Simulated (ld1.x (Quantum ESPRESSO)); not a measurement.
Pt (Z = 78): excitation energies, all-electron against TM

Pt (Z = 78), norm-conserving Troullier–Martins (Kleinman–Bylander form), made with ld1.x (Quantum ESPRESSO) 7.5 (PBEsol, scalar-relativistic). Core [Kr] 4d10 4f14 5s2, reference 5p6 5d9 6s1 6p0. Waves: 6s (bound): rc 1.80 bohr; 5p (bound): rc 1.80 bohr; 5d (bound): rc 1.80 bohr; 5f channel at 0.3 Ry: rc 1.35 bohr. Local part: all-electron potential smoothed inside 1.35 bohr (lloc = -1). Core correction: none.

Energies are relative to the spin-unpolarised reference configuration 5p6 5d9 6s1 6p0; without spin polarisation the order of configurations can differ from experiment.

```tsv
valence configuration	charge	ΔE all-electron (eV)	error AE − PS (meV)
5p6 5d9 6s0 6p0	+1	9.225	-7.7
5p6 5d8 6s0 6p0	+2	29.222	-3.3
5p6 5d7 6s0 6p0	+3	61.470	+2.8
5p6 5d9.5 6s0.5 6p0	0	-0.118	-3.2
5p6 5d9 6s0 6p1	0	5.134	+84
```

Question: What are ΔE and the potential's error for 5p6 5d6 6s0 6p0?

Answer: ΔE = 107.153 eV all-electron; the error (AE − PS) is +8.0 meV.

Question: What are ΔE and the potential's error for 5p5 5d9 6s1 6p0?

Answer: ΔE = 62.183 eV all-electron; the error (AE − PS) is -127 meV.

ld1.x printed “convergence not achieved” for 2 of the counted tests; their residual had stalled under 1e-8, short of the target of 1e-14.

Note: ghost states, extra bound levels that the all-electron valence spectrum of the same l lacks: f at -1567.4 eV, s at -150.4 eV. A true bound ghost makes a file unfit for plane-wave use.
